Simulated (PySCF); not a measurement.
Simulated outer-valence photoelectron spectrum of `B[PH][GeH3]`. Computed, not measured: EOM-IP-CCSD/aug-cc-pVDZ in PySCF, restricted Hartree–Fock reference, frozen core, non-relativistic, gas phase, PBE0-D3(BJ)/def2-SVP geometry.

Each root has a Gaussian of 0.8 eV full width with its one-hole share as area; cross sections and vibrations are left out, and the highest printed point is 100.

```csv
ionisation energy (eV),intensity
8.2,0
8.4,2
8.6,6
8.8,17
9.0,32
9.2,43
9.4,40
9.6,26
9.8,13
10.0,6
10.2,7
10.4,17
10.6,32
10.8,43
11.0,41
11.2,31
11.4,27
11.6,36
11.8,57
12.0,80
12.2,97
12.4,100
12.6,83
12.8,57
13.0,42
13.2,42
13.4,44
13.6,36
13.8,22
14.0,9
14.2,3
14.4,1
14.6,0
14.8,0
15.0,0
15.2,1
15.4,3
15.6,9
15.8,21
16.0,34
16.2,39
16.4,31
16.6,18
16.8,8
17.0,5
17.2,9
17.4,19
17.6,30
17.8,35
18.0,29
18.2,16
18.4,7
18.6,2
18.8,0
```

Question: Where are the maxima, and how many lines lie under the curve?

Answer: 6 maxima, at 9.3, 10.9, 12.3, 13.4, 16.2 and 17.8 eV, from 8 lines. At this width some lines have no maximum of their own.

Question: List the lines with their holes.

Answer: 
```json
{"E (eV)": "9.26", "leading hole (HF orbital)": "HOMO", "area": "0.95", "Koopmans (eV)": "9.52"}
{"E (eV)": "10.86", "leading hole (HF orbital)": "HOMO-1", "area": "0.95", "Koopmans (eV)": "11.47"}
{"E (eV)": "11.91", "leading hole (HF orbital)": "HOMO-2", "area": "0.94", "Koopmans (eV)": "12.73"}
{"E (eV)": "12.39", "leading hole (HF orbital)": "HOMO-4", "area": "0.94", "Koopmans (eV)": "13.24"}
{"E (eV)": "12.48", "leading hole (HF orbital)": "HOMO-3", "area": "0.94", "Koopmans (eV)": "13.22"}
{"E (eV)": "13.41", "leading hole (HF orbital)": "HOMO-5", "area": "0.92", "Koopmans (eV)": "14.46"}
{"E (eV)": "16.18", "leading hole (HF orbital)": "HOMO-6", "area": "0.85", "Koopmans (eV)": "17.87"}
{"E (eV)": "17.78", "leading hole (HF orbital)": "HOMO-7", "area": "0.77", "Koopmans (eV)": "19.73"}
```

The widest gap, 2.77 eV, lies between 13.41 and 16.18 eV. Only orbitals with −ε under 21 eV, eight at most, were ionised, so the high end of the curve may lack lines.

One conformer stands for the species.
